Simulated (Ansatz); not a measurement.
A CCSD(T) single point on CH₅AlGeO.

```yaml
crystal:
  periodic: [false, false, false]
  atoms:
    - {symbol: C, position_ang: [0.012540, 1.253570, -0.382685]}
    - {symbol: O, position_ang: [-0.486766, -0.089386, -0.729721]}
    - {symbol: Ge, position_ang: [0.614765, -1.402300, 0.154163]}
    - {symbol: Al, position_ang: [-0.602610, 0.359366, 1.208483]}
    - {symbol: H, position_ang: [1.051585, 1.398512, -0.678039]}
    - {symbol: H, position_ang: [-0.635160, 1.984408, -0.866107]}
    - {symbol: H, position_ang: [2.010652, -1.261139, -0.496878]}
    - {symbol: H, position_ang: [0.008097, -2.726938, -0.352474]}
    - {symbol: H, position_ang: [-1.884602, 0.437707, 2.126259]}
basis:
  gaussian: {orbitals: def2-TZVPP}
correlation: {method: ccsd_t}
```

```sh
$ ansatz run in.yaml --threads 4 --pin off --events-out ev --progress --plain --max-ram 10444MiB
```

Log, shortened:

```
Functional definition: HF
  name "HF"
  cite "Fock, Z. Phys. 61, 126 (1930) doi:10.1007/BF01340294"
  parent pbe
  exchange = exact_x
  correlation = 0
1346 factors; integrals over basis functions are off by at most 1.2e-3 eV
mean field evaluation 1: about -66199.7280 eV, gradient 3.8e1 eV
mean field evaluation 2: about -66199.9968 eV, gradient 3.8e1 eV
mean field evaluation 4: about -66203.5720 eV, gradient 4.6e0 eV
mean field evaluation 8: about -66203.6575 eV, gradient 3.2e-1 eV
mean field evaluation 16: about -66203.6581 eV, gradient 2.4e-6 eV
mean field -66203.65812559 eV, -2432.9395616644 hartree, gradient 2.4e-6 eV, S^2 0.000000; 0 other end points of the search recorded, 0 dependent functions left out
16 core orbitals not correlated: weight in the atoms' cores, before any rotation towards them, 1.000 or more for the frozen orbitals, at most 0.000 for the correlated occupied ones
reference -66203.65812559 eV, -2432.9395616644 hartree; 16, 16 occupied and 190, 190 virtual orbitals, 1346 factors
second order -20.31939780 eV of doubles, -0.00000000 eV of singles
cycle   1  -20.20713214 eV  change    1.1e-1 eV  update   1.2e-1
cycle   2  -20.86234442 eV  change   -6.6e-1 eV  update   4.2e-2
cycle   3  -21.02351194 eV  change   -1.6e-1 eV  update   2.3e-2
cycle   4  -21.00752560 eV  change    1.6e-2 eV  update   6.4e-3
cycle   5  -21.00509401 eV  change    2.4e-3 eV  update   3.6e-3
cycle   6  -21.00693436 eV  change   -1.8e-3 eV  update   1.3e-3
cycle   7  -21.00652602 eV  change    4.1e-4 eV  update   6.1e-4
cycle   8  -21.00635850 eV  change    1.7e-4 eV  update   2.0e-4
cycle   9  -21.00646865 eV  change   -1.1e-4 eV  update   7.5e-5
cycle  10  -21.00647612 eV  change   -7.5e-6 eV  update   2.7e-5
perturbative correction -0.87931461 eV, -0.0323142158 hartree
Total energy: -66225.54391632 eV, -2433.7438496389 hartree
```

Hardware: 4 threads of an Arm Neoverse V2 on a shared host. Wall time 91 s, peak host memory 3.4 GiB.

Correlation energy per correlated electron: -0.684 eV. T1 diagnostic: 0.0147.
